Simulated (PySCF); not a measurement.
C2H8OSi, SMILES O([SiH2]C)C.

The structure is a stationary point at PBE0-D3(BJ)/def2-SVP. Other conformers were not sampled.

Calculation: PBE/def2-TZVP (PySCF).

Isolated molecule, no solvent.

Task: Estimate the frontier levels, gap, dipole moment and polarisability. (The exact figures need the calculation; the answer reports its results.)

Result: 
The highest occupied level is -6.41 eV, the lowest empty level comes out as -0.14 eV and the orbital gap is 6.27 eV. The dipole moment comes out as 0.14 D and the quadrupole, principal values (traceless, Buckingham form, about the centre of nuclear charge) is -3.31, -1.96, 5.27 D·Å. The mean static polarisability is 57.1 bohr³ (8.46 Å³). The polarisability, principal values comes out as 51.7, 52.9, 66.7 bohr³.
